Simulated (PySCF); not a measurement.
## Radial density of Zr²⁸⁺ (zirconium, charge +28)

UHF, [Ne] 3s2, closed-shell 1S. Computed with PySCF 2.14 in an even-tempered Gaussian basis (16 s from 3.9 bohr⁻², ratio 2.5; 10 p from 5 bohr⁻², ratio 2.5; 5 d from 19 bohr⁻², ratio 2.7; 4 f from 29 bohr⁻², ratio 2.7), with no relativity, point nucleus.

```tsv
r (bohr)	4πr²ρ (e/bohr)
0.000672	0.2416
0.00113	0.6590
0.00190	1.753
0.00320	4.471
0.00538	10.62
0.00905	22.42
0.0152	38.86
0.0256	49.15
0.0431	42.29
0.0725	42.47
0.122	55.89
0.205	25.19
0.345	8.151
0.580	2.090
0.976	0.02787
```

A non-relativistic calculation at this Z misses sizeable relativistic shifts.
